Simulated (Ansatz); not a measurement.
The cluster Li3Si6. Charge 0, multiplicity 2. Geometry PBE0-D4/def2-SVP.

Cartesian coordinates in Å:
```
Li -0.242 -1.599 -1.946
Li -1.773 2.343 -0.708
Li -2.360 -2.007 0.129
Si 0.033 -1.879 0.816
Si 0.540 1.972 -0.125
Si 1.415 -0.385 -0.606
Si -1.075 0.137 0.055
Si 2.660 1.226 0.635
Si 0.801 0.192 1.751
```

Another isomer (doublet) lies 0.40 eV lower at PBE0-D4/def2-TZVP; other spin states weren't run for this one.

Question: Estimate the α-spin orbital energies around the gap (eV) in Ansatz with PBE-D4/def2-SVP, PBE-D4/def2-TZVP, BLYP-D4/def2-TZVP, r2SCAN-D4/def2-TZVP, PBE0-D4/def2-TZVP.

Answer: 
```csv
orbital,PBE-D4/def2-SVP,PBE-D4/def2-TZVP,BLYP-D4/def2-TZVP,r2SCAN-D4/def2-TZVP,PBE0-D4/def2-TZVP
HOMO−13,-15.48,-15.28,-14.99,-15.99,-17.33
HOMO−12,-12.35,-12.24,-11.97,-12.76,-13.98
HOMO−11,-10.87,-10.80,-10.57,-11.24,-12.39
HOMO−10,-9.94,-9.91,-9.68,-10.28,-11.37
HOMO−9,-8.43,-8.40,-8.17,-8.71,-9.70
HOMO−8,-7.93,-7.94,-7.75,-8.17,-9.15
HOMO−7,-6.32,-6.27,-5.99,-6.52,-7.26
HOMO−6,-6.20,-6.17,-5.85,-6.42,-7.10
HOMO−5,-5.44,-5.44,-5.19,-5.62,-6.29
HOMO−4,-5.26,-5.24,-5.00,-5.40,-6.09
HOMO−3,-5.11,-5.09,-4.81,-5.24,-5.81
HOMO−2,-4.69,-4.68,-4.45,-4.81,-5.45
HOMO−1,-4.00,-3.99,-3.76,-4.08,-4.70
HOMO,-3.16,-3.18,-2.91,-3.28,-3.71
LUMO,-2.45,-2.52,-2.32,-2.44,-2.04
LUMO+1,-2.05,-2.10,-1.89,-1.99,-1.51
LUMO+2,-1.79,-1.84,-1.77,-1.41,-1.31
LUMO+3,-1.62,-1.67,-1.53,-1.31,-1.11
LUMO+4,-1.04,-1.18,-0.99,-0.96,-0.55
LUMO+5,-0.90,-1.02,-0.81,-0.77,-0.37
β HOMO,-3.95,-3.95,-3.72,-4.04,-4.65
β LUMO,-2.58,-2.62,-2.43,-2.43,-1.98
```
